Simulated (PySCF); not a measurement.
Si(F)4(OH2) (F₄H₂OSi), SMILES O->[Si](F)(F)(F)F (connectivity only; charge and spin as stated), neutral, multiplicity 1. Atoms are numbered in the order given.

```xyz
8

Si    -0.2762    -0.0141     0.0000
F     -0.1146    -1.6178     0.0000
F      0.0974     0.7635     1.3814
F      0.0974     0.7635    -1.3814
F     -1.8904     0.1518     0.0000
O      1.9615    -0.1412     0.0000
H      2.2332     0.3893     0.7754
H      2.2332     0.3893    -0.7754
```
Charge 0, spin multiplicity 1.

The structure is a stationary point at PBE-D3(BJ)/def2-SVP. The values are those of a single conformer.

Calculation: PBE-D3(BJ)/def2-SVP run with PySCF.

Frequencies are harmonic and unscaled.

Computed vibrational spectrum:
```json
[
 {"mode": "1", "ν (cm⁻¹)": "119", "IR (km/mol)": "30.4", "moving atoms (share of kinetic energy)": "H 62 %, F 24 %, O 14 %"},
 {"mode": "2", "ν (cm⁻¹)": "152", "IR (km/mol)": "5.6", "moving atoms (share of kinetic energy)": "F 69 %, O 26 %"},
 {"mode": "3", "ν (cm⁻¹)": "172", "IR (km/mol)": "53.4", "moving atoms (share of kinetic energy)": "O 57 %, F 21 %, Si 16 %"},
 {"mode": "4", "ν (cm⁻¹)": "176", "IR (km/mol)": "27.7", "moving atoms (share of kinetic energy)": "F 51 %, H 39 %, O 10 %"},
 {"mode": "5", "ν (cm⁻¹)": "279", "IR (km/mol)": "5.9", "moving atoms (share of kinetic energy)": "F 60 %, H 17 %, O 14 %, Si 9 %"},
 {"mode": "6", "ν (cm⁻¹)": "283", "IR (km/mol)": "17.8", "moving atoms (share of kinetic energy)": "F 66 %, O 15 %, H 12 %"},
 {"mode": "7", "ν (cm⁻¹)": "360", "IR (km/mol)": "33.7", "moving atoms (share of kinetic energy)": "F 81 %, Si 15 %"},
 {"mode": "8", "ν (cm⁻¹)": "368", "IR (km/mol)": "31.7", "moving atoms (share of kinetic energy)": "F 84 %, Si 13 %"},
 {"mode": "9", "ν (cm⁻¹)": "414", "IR (km/mol)": "93.8", "moving atoms (share of kinetic energy)": "F 67 %, O 16 %, Si 13 %"},
 {"mode": "10", "ν (cm⁻¹)": "527", "IR (km/mol)": "271.7", "moving atoms (share of kinetic energy)": "H 72 %, O 18 %, F 10 %"},
 {"mode": "11", "ν (cm⁻¹)": "593", "IR (km/mol)": "0.8", "moving atoms (share of kinetic energy)": "H 77 %, F 12 %, O 11 %"},
 {"mode": "12", "ν (cm⁻¹)": "710", "IR (km/mol)": "2.2", "moving atoms (share of kinetic energy)": "F 98 %"},
 {"mode": "13", "ν (cm⁻¹)": "907", "IR (km/mol)": "226.1", "moving atoms (share of kinetic energy)": "F 54 %, Si 46 %"},
 {"mode": "14", "ν (cm⁻¹)": "960", "IR (km/mol)": "204.9", "moving atoms (share of kinetic energy)": "Si 53 %, F 44 %"},
 {"mode": "15", "ν (cm⁻¹)": "989", "IR (km/mol)": "211.2", "moving atoms (share of kinetic energy)": "Si 53 %, F 46 %"},
 {"mode": "16", "ν (cm⁻¹)": "1568", "IR (km/mol)": "68.2", "moving atoms (share of kinetic energy)": "H 93 %"},
 {"mode": "17", "ν (cm⁻¹)": "3660", "IR (km/mol)": "37.3", "moving atoms (share of kinetic energy)": "H 96 %"},
 {"mode": "18", "ν (cm⁻¹)": "3758", "IR (km/mol)": "106.9", "moving atoms (share of kinetic energy)": "H 93 %"}
]
```
